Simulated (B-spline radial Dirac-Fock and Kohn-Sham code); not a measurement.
Tl⁶²⁺: scattering cross sections and density moments

System: thallium as Tl⁶²⁺ in the configuration [Ar] 3d1.

Calculated with a radial atomic solver, using relativistic Hartree-Fock (Dirac-Fock) wave functions, averaged over the configuration.

- Sum of ⟨r⟩: 2.008 bohr
- Sum of ⟨r²⟩: 0.3186 bohr²
- Sum of ⟨1/r⟩: 456.55 per bohr
- Langevin diamagnetic susceptibility: -0.252 × 10⁻⁶ cm³/mol
- Lamb shielding (α²/3)Σ⟨1/r⟩: 8104 ppm

Coherent scattering is the Thomson cross section weighted by f₀², without anomalous dispersion; incoherent scattering is Klein-Nishina weighted by S. The Lamb formula is the non-relativistic shielding expression. Electron correlation is left out. A dash stands where the photon energy is too low for the impulse approximation behind that column.

```csv
hν (keV),coherent (b),incoherent (b),incoherent per electron (b)
1,240.0,–,–
2,239.4,–,–
5,235.4,–,–
17.4793,192.0,–,–
20,180.7,–,–
30,137.7,–,–
50,81.81,4.213,0.222
200,11.36,6.113,0.322
```
